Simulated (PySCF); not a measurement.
A structure optimised at PBE-D3(BJ)/def2-SVP, used in a PySCF frequency run:

```
Si
O 1 1.6569
H 2 0.9753 1 115.27
Cl 1 2.0661 2 111.22 3 65.48
Br 1 2.2068 2 106.14 3 -174.98
Br 1 2.2270 2 111.18 3 -54.71
```
Charge 0, spin multiplicity 1.

### Question
Write its SMILES and formula.

### Answer
O[Si](Cl)(Br)Br, Br₂ClHOSi

### Question
What are its rotational constants (standard atomic weights)?

### Answer
1.3930, 0.80826, 0.63165 GHz
